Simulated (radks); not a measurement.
Values are calculated unless marked as measured or tabulated.
The aluminium ion Al4+, configuration [He] 2s2 2p5. Level of theory: non-relativistic Kohn-Sham, TPSS, spin-polarised, spherical densities, point nucleus; open shells are filled with parallel spins first; meta-GGA in the generalised Kohn-Sham scheme (a radial shooting solver on a logarithmic mesh with Libxc functionals). Some entries of the table are withheld. Estimate them.

| orbital | occ. | eigenvalue (eV) | <r> (bohr) | <r^2> (bohr^2) |
|---|---|---|---|---|
| 1s up | 1 | (1) | 0.1204 | 0.01949 |
| 1s down | 1 | (2) | 0.1203 | 0.01945 |
| 2s up | 1 | -178.5316 | 0.6023 | 0.4311 |
| 2s down | 1 | -175.3626 | 0.6057 | 0.4363 |
| 2p up | 3 | -140.6216 | 0.5641 | 0.3971 |
| 2p down | 2 | -137.1963 | 0.5693 | 0.4052 |
| 3s up | 0 | -48.1337 | 1.802 | 3.695 |

Answer. 
(1) 1s up eigenvalue (eV): -1594.287
(2) 1s down eigenvalue (eV): -1592.673
